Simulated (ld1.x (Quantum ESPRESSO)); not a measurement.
# Reading a pseudo-wave (Zr)

Columns: radius, all-electron u(r) and pseudo u(r) of the 5s shell (level -4.44 eV) of zirconium in the configuration [Ar] 3d10 4s2 4p6 4d2 5s2 5p0; PBE, scalar-relativistic, ultrasoft scheme, ld1.x (Quantum ESPRESSO) 7.5.

| r (bohr) | all-electron | pseudo |
| --- | --- | --- |
| 0.170 | -0.0373 | 0.0469 |
| 0.340 | 0.1666 | 0.0936 |
| 0.510 | 0.0311 | 0.1399 |
| 0.680 | -0.1613 | 0.1855 |
| 0.850 | -0.2620 | 0.2302 |
| 1.020 | -0.2604 | 0.2738 |
| 1.190 | -0.1874 | 0.3159 |
| 1.360 | -0.0769 | 0.3562 |
| 1.530 | 0.0454 | 0.3944 |
| 1.700 | 0.1635 | 0.4301 |
| 1.870 | 0.2689 | 0.4630 |
| 2.040 | 0.3580 | 0.4927 |
| 2.210 | 0.4301 | 0.5188 |
| 2.380 | 0.4861 | 0.5409 |
| 2.550 | 0.5276 | 0.5588 |
| 2.720 | 0.5563 | 0.5722 |
| 2.890 | 0.5740 | 0.5808 |
| 3.060 | 0.5823 | 0.5845 |
| 3.230 | 0.5827 | 0.5831 |
| 3.400 | 0.5766 | 0.5766 |
| 3.570 | 0.5652 | 0.5652 |
| 3.740 | 0.5494 | 0.5494 |
| 3.910 | 0.5305 | 0.5305 |
| 4.080 | 0.5090 | 0.5090 |
| 4.250 | 0.4859 | 0.4859 |
| 4.420 | 0.4616 | 0.4616 |

Question: How many radial nodes do the two functions have?

Answer: The all-electron 5s function has n − l − 1 = 4 (the table is too coarse to show those close to the nucleus); the pseudo-wave has 0, since the states of the same l below it are removed with the core.

Question: At about which radius was the pseudo-wave matched?

Answer: 3.40 bohr, where the columns begin to agree (steps of 0.17 bohr).

Question: Where does each function peak?

Answer: Outermost all-electron maximum near 3.23 bohr, pseudo maximum near 3.06 bohr (to the table’s step).

Question: Is the pseudo-wave norm-conserving?

Answer: No, it belongs to an ultrasoft set: the norm inside the radius is not constrained, and the difference is carried by the augmentation charge.
